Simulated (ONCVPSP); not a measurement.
u(r) = r·R(r): atom against pseudo-atom (N)

Columns: radius, all-electron u(r) and pseudo u(r) of the 2s shell (level -18.63 eV) of nitrogen in the configuration [He] 2s2 2p3; PW91, scalar-relativistic, ONCV scheme, ONCVPSP 4.0.1.

| r (bohr) | all-electron | pseudo |
| --- | --- | --- |
| 0.078 | -0.3557 | 0.0574 |
| 0.155 | -0.3652 | 0.1198 |
| 0.232 | -0.2226 | 0.1869 |
| 0.310 | -0.0226 | 0.2641 |
| 0.388 | 0.1829 | 0.3553 |
| 0.465 | 0.3675 | 0.4509 |
| 0.542 | 0.5242 | 0.5492 |
| 0.620 | 0.6519 | 0.6541 |
| 0.698 | 0.7490 | 0.7490 |
| 0.775 | 0.8175 | 0.8175 |
| 0.852 | 0.8622 | 0.8622 |
| 0.930 | 0.8870 | 0.8870 |
| 1.008 | 0.8950 | 0.8950 |
| 1.085 | 0.8897 | 0.8897 |
| 1.162 | 0.8741 | 0.8741 |
| 1.240 | 0.8504 | 0.8504 |
| 1.318 | 0.8209 | 0.8209 |
| 1.395 | 0.7877 | 0.7877 |
| 1.472 | 0.7517 | 0.7517 |
| 1.550 | 0.7137 | 0.7137 |
| 1.628 | 0.6750 | 0.6750 |
| 1.705 | 0.6366 | 0.6366 |
| 1.782 | 0.5987 | 0.5987 |
| 1.860 | 0.5612 | 0.5612 |
| 1.938 | 0.5248 | 0.5248 |
| 2.015 | 0.4902 | 0.4902 |

(1) How many radial nodes do the two functions have?

(2) At about which radius was the pseudo-wave matched?

(3) Where does each function peak?

(4) Is the pseudo-wave norm-conserving?

Answers

(1) The all-electron 2s function has n − l − 1 = 1; the pseudo-wave has 0, since the states of the same l below it are removed with the core.

(2) 0.70 bohr, where the columns begin to agree (steps of 0.08 bohr).

(3) Outermost all-electron maximum near 1.01 bohr, pseudo maximum near 1.01 bohr (to the table’s step).

(4) Yes: the ONCV scheme keeps the norm inside the radius equal to the all-electron one, which fixes the energy derivative of the logarithmic derivative at the level.
